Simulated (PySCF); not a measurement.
C9H12ClN.
Numbering: `[N:1]#[C:2][C@@H:3]1[CH2:4][C@@:5]2([Cl:6])[CH2:7][CH2:8][CH2:9][C@@H:10]1[CH2:11]2` (hydrogens: H12 on C3; H13, H14 on C4; H15, H16 on C7; H17, H18 on C8; H19, H20 on C9; H21 on C10; H22, H23 on C11)

The calculation used PySCF 2.14.0, PBE0-D3(BJ)/def2-SVP geometry optimisation, gas phase.

Question: What internal coordinates does the optimisation give?

Answer: 
| bond | length (pm) |
| --- | --- |
| N1≡C2 | 115.8 |
| C2–C3 | 145.8 |
| C3–C4 | 155.8 |
| C4–C5 | 153.7 |
| C5–Cl6 | 179.8 |
| C5–C7 | 152.8 |
| C7–C8 | 152.9 |
| C8–C9 | 152.7 |
| C9–C10 | 153.0 |
| C10–C11 | 152.9 |
| C3–C10 | 155.9 |
| C5–C11 | 152.4 |
| C3–H12 | 110.2 |
| C4–H13 | 109.9 |
| C4–H14 | 109.7 |
| C7–H15 | 110.1 |
| C7–H16 | 110.2 |
| C8–H17 | 110.3 |
| C8–H18 | 110.1 |
| C9–H19 | 110.3 |
| C9–H20 | 110.2 |
| C10–H21 | 109.9 |
| C11–H22 | 110.1 |
| C11–H23 | 110.0 |

A selection of angles:
| angle | degrees |
| --- | --- |
| N1–C2–C3 | 178.9 |
| C2–C3–C4 | 111.7 |
| C2–C3–C10 | 111.2 |
| C4–C3–C10 | 104.9 |
| C3–C4–C5 | 104.6 |
| C4–C5–Cl6 | 111.0 |
| C4–C5–C7 | 112.4 |
| C4–C5–C11 | 102.7 |
| Cl6–C5–C7 | 108.7 |
| Cl6–C5–C11 | 111.9 |
| C7–C5–C11 | 110.0 |
| C5–C7–C8 | 111.0 |
| C7–C8–C9 | 112.4 |
| C8–C9–C10 | 111.7 |
| C9–C10–C11 | 109.9 |
| C3–C10–C9 | 110.9 |
| C3–C10–C11 | 101.9 |
| C5–C11–C10 | 100.4 |

Torsions: C2–C3–C4–C5 -122° (anticlinal); C3–C4–C5–Cl6 150°; C4–C5–C7–C8 53° (synclinal); C5–C7–C8–C9 45° (synclinal); C7–C8–C9–C10 -45° (synclinal); C8–C9–C10–C11 60° (synclinal); C9–C10–C11–C5 -70° (synclinal); C2–C3–C10–C9 -151° (antiperiplanar); C4–C5–C11–C10 -49° (synclinal).

The 5-membered ring C3–C4–C5–C11–C10 has internal angles of 100.4° to 104.9° (sum 515°, against 540° for a flat polygon); it is puckered, 0.22 Å rms from its mean plane, widest ring torsion 49°. The 6-membered ring C5–C7–C8–C9–C10–C11 has internal angles of 100.4° to 112.4°; it is puckered, 0.26 Å rms from its mean plane, widest ring torsion 71°. Of the pairs four or more bonds apart, C3···H17 is among the closest relative to their van der Waals radii: 2.73 Å, 94 % of the sum of Bondi's values. The 10 C–C bonds span 1.458 Å (C2–C3, drawn single) to 1.559 Å (C3–C10, drawn single), a spread of 0.101 Å.

Point group: C1 (no symmetry element, even within 0.4 Å). No PBE0-D3(BJ)/def2-SVP frequencies stand behind this structure, so it isn't proved a minimum.
